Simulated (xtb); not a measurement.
AlI₃, SMILES [I][Al]([I])[I]. All values are semi-empirical tight-binding results from xtb (GFN2-xTB unless named), good for trends rather than for accurate numbers. Coordinates come from a GFN2-xTB optimisation. The isomer is the one that the SMILES or the coordinates give; other isomers of the formula were not compared.

For metal compounds this method's bond lengths and energies can be far off.

Question: Estimate the properties. (An estimate is asked for; the answer gives what the named calculation found.)

Answer: 
| Quantity | Value |
|---|---|
| point group as xtb finds it | D3h |
| orbital gap | 4.00 eV |
| zero-point energy | 2.1 kcal/mol |
| G − E(el) at 298.15 K (modified RRHO) | -19.7 kcal/mol |
